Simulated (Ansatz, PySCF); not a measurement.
System: sum formula SiHF₂, charge -1, multiplicity 1. It need not be the lowest isomer of its formula. Whether it binds its extra electron was not tested at this geometry. 
Geometry from a B3LYP-D3(BJ)/def2-TZVP (Ansatz, a program for electronic structure) optimisation:
SMILES: F[SiH-]F
```xyz
4

Si     0.4146    -0.2466     0.3620
F     -0.9278    -0.9269    -0.4153
F      0.3228     1.2948    -0.3345
H     -0.3598     0.1414     1.6802
```
Charge -1, spin multiplicity 1.

Total electronic energies in hartree. Valence correlation only, unless marked. Spin-orbit coupling is left out. Non-relativistic. CBS(X,Y): correlation extrapolated as X^-3; Hartree-Fock from the larger set. [CCSD(T)-MP2]/basis is that difference in the basis named.

```
level                                                                             program  energy (Eh)
-------------------------------------------------------------------------  --------------  -----------
BLYP-D3(BJ)/def2-TZVPD                                                     Ansatz + dftd3   -490.00604
BLYP-D4/def2-TZVPD                                                         Ansatz + dftd4   -490.00779
TPSS-D4/def2-TZVPD                                                          PySCF + dftd4   -490.04786
r2SCAN/def2-TZVPD                                                                  Ansatz   -489.90070
TPSSh/def2-TZVPD                                                                    PySCF   -490.01734
wB97M-V/def2-TZVPD                                                                 Ansatz   -489.94705
CCSD/6-31G                                                                         Ansatz   -488.69087
CCSD(T)/cc-pVTZ                                                                    Ansatz   -489.24712
RI-MP2/CBS(aug-cc-pV(T+d)Z,aug-cc-pV(Q+d)Z)+[CCSD(T)-MP2]/aug-cc-pV(T+d)Z          Ansatz    -489.3891
```

Totals of different functionals don't rank their quality; only differences between species are comparable.
